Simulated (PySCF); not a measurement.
## SiI and its ions

UHF-CCSD(T); PySCF, scalar-relativistic core potentials, basis sets Si cc-pV(D+d)Z, I cc-pVDZ-PP with ECP28. Neutral (UHF): doublet (π ↑), Re = 2.482 Å, ωe = 355 cm⁻¹, De = 2.78 eV.

SiI⁺ (RHF): singlet (closed shell), Re = 2.345 Å, ωe = 448 cm⁻¹, De = 3.83 eV to Si⁺ + I. The energies at the minima are -583.77760 hartree for SiI and -583.52381 for SiI⁺.

(1) Work out the adiabatic ionisation energy, without and with harmonic zero-point energies (1 hartree = 27.2114 eV, 1 eV = 8065.5 cm⁻¹), and the change of the bond length.

Correlated steps freeze 9 core orbitals. Correlated levels converge slowly with the basis: in double zeta they bind strong bonds too weakly, by up to about 1 eV, and carry superposition errors of some tenths. Spin–orbit coupling is left out, which matters for elements this heavy, above all for dissociation energies. For an ion De counts to the pair picked by the measured ionisation energies or electron affinities, which need not be the lowest pair at this level. Where the molecule has an RHF reference, its open-shell atoms are computed with UHF. The CCSD T1 diagnostic is raised in SiI⁺, a sign that a single reference may not be enough there. States were picked by a PBE0 search and need not be the measured ground states.

Neutral and ion stand on different kinds of reference determinant, which adds to the error of the difference.

Results:

(1) At CCSD(T): 0.25379 hartree = 6.906 eV between the minima; the zero-point term (448.0 − 355.0)/2 cm⁻¹ = +0.006 eV makes it 6.912 eV. Re changes by -13.7 pm against the neutral. The electron leaves a π orbital, and the shorter bond of the ion fits an antibonding orbital, or a change in how ionic the bond is.
